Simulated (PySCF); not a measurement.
Li2 (SMILES [Li][Li]), singlet, at a GFN2-xTB geometry (such geometries of metal compounds can be far from the true shape). Base run: PBE/cc-pVDZ (PySCF).

Geometry (Å):
```xyz
2

Li     0.0000     0.0000    -1.1496
Li     0.0000     0.0000     1.1496
```
All else is at PySCF's defaults.

Variants of this job, named by their change:

```json
[
 {"change": "base", "basis functions": "28", "E (Eh)": "-14.94558", "HOMO (eV)": "-3.30", "HOMO-LUMO gap (eV)": "1.66"},
 {"change": "basis = x2c-TZVPall; relativity = none", "basis functions": "28", "E (Eh)": "-14.94813", "HOMO (eV)": "-3.34", "HOMO-LUMO gap (eV)": "1.72"},
 {"change": "basis = jorge-DZP-DKH; relativity = spin-free X2C; nucleus = Gaussian (with nucmod='G')", "basis functions": "30", "E (Eh)": "-14.94659", "HOMO (eV)": "-3.32", "HOMO-LUMO gap (eV)": "1.66"},
 {"change": "basis = jorge-DZP-DKH; relativity = spin-free X2C", "basis functions": "30", "E (Eh)": "-14.94659", "HOMO (eV)": "-3.32", "HOMO-LUMO gap (eV)": "1.66"},
 {"change": "basis = cc-pVTZ-DK; relativity = spin-free X2C; nucleus = Gaussian (with nucmod='G')", "basis functions": "60", "E (Eh)": "-14.94889", "HOMO (eV)": "-3.32", "HOMO-LUMO gap (eV)": "1.66"},
 {"change": "basis = jorge-DZP-DKH; relativity = none", "basis functions": "30", "E (Eh)": "-14.94525", "HOMO (eV)": "-3.32", "HOMO-LUMO gap (eV)": "1.66"},
 {"change": "basis = cc-pVTZ-DK; relativity = none", "basis functions": "60", "E (Eh)": "-14.94750", "HOMO (eV)": "-3.32", "HOMO-LUMO gap (eV)": "1.66"},
 {"change": "basis = cc-pVTZ-DK; relativity = spin-free X2C", "basis functions": "60", "E (Eh)": "-14.94889", "HOMO (eV)": "-3.32", "HOMO-LUMO gap (eV)": "1.66"},
 {"change": "basis = x2c-TZVPall; relativity = spin-free X2C; nucleus = Gaussian (with nucmod='G')", "basis functions": "28", "E (Eh)": "-14.94963", "HOMO (eV)": "-3.34", "HOMO-LUMO gap (eV)": "1.72"},
 {"change": "basis = x2c-TZVPall; relativity = spin-free X2C", "basis functions": "28", "E (Eh)": "-14.94963", "HOMO (eV)": "-3.34", "HOMO-LUMO gap (eV)": "1.72"}
]
```

Absolute energies of different levels of theory aren't comparable as measures of quality.

Basis sets contracted for a relativistic Hamiltonian are a mismatch without it, so the rows without relativity aren't non-relativistic limits. No row has spin-orbit coupling; sets with core potentials leave out the core electrons.
